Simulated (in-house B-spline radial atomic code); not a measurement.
# Solving the quasi-particle equation for 2s of N3+

Configuration [He] 2s2, start r2SCAN. Computed with a B-spline radial code for spherical atoms: all electrons, non-relativistic, point nucleus, each spin shell either full or empty, empty states to l = 9 with an (l + 1/2)⁻⁴ tail; G0W0 by contour deformation at full frequency.

At the mean-field level ε = -68.477 eV the matrix elements are Σx = -24.748 eV, v_xc = -17.946 eV and Σc(ε) = -2.859 eV, and the slope of the correlation self-energy is dΣc/dω = -0.0916. The quasi-particle energy solves E = ε + Σx − v_xc + Σc(E).

(1) What does the linearised equation give?

(2) How does that compare with the full solution and with static screening?

Results:

(1) Z = 1/(1 − dΣc/dω) = 1/1.0916 = 0.9161. The first-order shift is Σx − v_xc + Σc(ε) = -24.748 − (-17.946) + (-2.859) = -9.661 eV, so E ≈ ε + Z × shift = -68.477 + 0.9161 × (-9.661) = -77.327 eV.

(2) Solving the equation at full frequency dependence gives E = -77.461 eV, where Σc = -2.182 eV and the weight is 0.940; the linearised value is off by 134 meV. Leaving Z out would give -78.138 eV. Static COHSEX puts -5.773 eV in place of Σc and gives -81.052 eV, 3.59 eV deeper. The tabulated removal energy is 77.474 eV (NIST, measured); the run leaves out relativity, Breit and QED terms.
